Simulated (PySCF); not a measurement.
# Stationary points of PbH₄

These are results of PBE0 in PySCF with Pb def2-TZVP with ECP60, H def2-TZVP; scalar-relativistic core potentials, no spin–orbit coupling; density-fitted integrals, not measurements.

Relaxations began from a few typed shapes. The search is not exhaustive: other isomers or separated fragments can lie lower, and high-lying points may rest on an excited occupation.

**Question.** Order these stationary points by electronic energy, lowest first, in kJ/mol from the lowest minimum.
A. singlet D4h: Pb–H 1.871 Å (×4); H–Pb–H 90.0° (×4), H–Pb–H 180.0° (×2)
B. singlet Td: Pb–H 1.750 Å (×4); H–Pb–H 109.5° (×6)

**Answer.** B (0.0), A (322.4).

**Question.** Which of them are minima?

**Answer.** By energy in kJ/mol, 0.0: minimum; 322.4: saddle point, 1 imaginary mode.

Counting electrons, lead keeps none of its valence electrons outside its bonds, so the VSEPR class is AX4 and the expected shape is tetrahedral (Td), as computed.

For the lowest minimum: with an element this heavy the missing spin–orbit coupling can shift these numbers.
